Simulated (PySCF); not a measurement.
Distorted geometries of Pt(H2O)3

Pt(H2O)3 (singlet). PySCF 2.14.0, RKS r2SCAN, Pt def2-SVP with ECP60, O def2-SVP, H def2-SVP; non-relativistic Hamiltonian with scalar-relativistic core potentials where named; density fitting; no spin-orbit coupling. Relaxed geometry:

```xyz
10

Pt    0.0000    0.0000    0.0000
O     2.3862    0.2869    0.0000
H     2.4573   -0.3052    0.7642
H     2.4573   -0.3052   -0.7642
O    -1.4416    1.9231    0.0000
H    -0.9643    2.2807    0.7642
H    -0.9643    2.2807   -0.7642
O    -0.9446   -2.2100    0.0000
H    -1.4930   -1.9754    0.7642
H    -1.4930   -1.9754   -0.7642
```

Problem. Order these distorted geometries by energy above the relaxed one, lowest first.
A.
```xyz
10

Pt   -0.0380    0.1496    0.0458
O     2.2234    0.3388    0.0559
H     2.5497   -0.3546    0.7675
H     2.1013   -0.1419   -0.7337
O    -1.3539    1.8622   -0.0187
H    -0.9914    2.1397    0.5808
H    -0.9641    2.2570   -0.9228
O    -0.8138   -2.2457   -0.0597
H    -1.3480   -1.8652    0.8518
H    -1.3652   -2.1400   -0.5669
```
B.
```xyz
10

Pt    0.0364    0.0885   -0.0301
O     2.3486    0.2624    0.0099
H     2.4437   -0.3677    0.7569
H     2.5077   -0.2084   -0.6928
O    -1.3778    1.9737   -0.0171
H    -0.9702    2.1857    0.7608
H    -0.9208    2.2453   -0.6917
O    -1.0923   -2.2517   -0.0033
H    -1.4045   -1.9889    0.6982
H    -1.5708   -1.9389   -0.7909
```
C.
```xyz
10

Pt    0.0999    0.0272   -0.0313
O     2.3589    0.3017    0.0279
H     2.4172   -0.3467    0.7630
H     2.4613   -0.2887   -0.8659
O    -1.5379    1.8490   -0.0668
H    -1.0072    2.3254    0.7360
H    -0.9954    2.2430   -0.7012
O    -0.9800   -2.1066   -0.1247
H    -1.3566   -2.0075    0.8441
H    -1.4603   -1.9967   -0.5813
```

Solution. B (1.90 eV), A (4.92 eV), C (5.60 eV).

Problem. Which forces (eV/Å) act in the one that lies 4.92 eV up?

Solution. 
```
Pt   -0.30  -0.04  -0.04
O     1.68  -1.00   4.23
H    -0.89   1.89  -2.20
H     0.01  -1.40  -2.07
O   -11.59  -7.99 -22.51
H    12.01   9.82  19.35
H    -1.05  -1.16   3.26
O    14.94  -2.15  19.97
H     2.49  -1.32  -3.50
H   -17.29   3.33 -16.51
```
Forces carry noise of the integration grid, about 0.01 to 0.03 eV/Å.

No frequency check is given that shows the relaxed geometry to be a minimum.
